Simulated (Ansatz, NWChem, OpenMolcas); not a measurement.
**How basis sets differ on CH3BFNO (SMILES NC1(F)BO1)**

CH3BFNO: 8 atoms, total charge 0, spin state singlet. SMILES: `NC1(F)BO1`. The coordinates come from a PBE0-D4/def2-TZVP relaxation. This is one conformer, not always the lowest.

Quantity: the HOMO–LUMO gap, in eV. The values are calculated.

```json
{"level": "HF/ANO-R0 (sfX2C)", "kind": "Hartree–Fock", "program": "OpenMolcas", "value (eV)": "14.56"}
{"level": "HF/ANO-RCC-MB (DKH2)", "kind": "Hartree–Fock", "program": "OpenMolcas", "value (eV)": "15.28"}
{"level": "HF/STO-3G", "kind": "Hartree–Fock", "program": "NWChem", "value (eV)": "16.50"}
{"level": "HF/3-21G", "kind": "Hartree–Fock", "program": "Ansatz", "value (eV)": "14.96"}
{"level": "HF/6-31G* (spherical functions)", "kind": "Hartree–Fock", "program": "Ansatz", "value (eV)": "15.13"}
{"level": "HF/def2-SV(P)", "kind": "Hartree–Fock", "program": "Ansatz", "value (eV)": "14.89"}
{"level": "HF/def2-SVP", "kind": "Hartree–Fock", "program": "Ansatz", "value (eV)": "14.85"}
{"level": "HF/def2-TZVP", "kind": "Hartree–Fock", "program": "Ansatz", "value (eV)": "14.22"}
{"level": "HF/def2-TZVPP", "kind": "Hartree–Fock", "program": "Ansatz", "value (eV)": "14.21"}
```

The values span 14.21 to 16.50 eV. A Hartree–Fock LUMO above zero doesn't converge with the basis: it sinks as sets grow more diffuse. Orbital gaps aren't excitation energies.
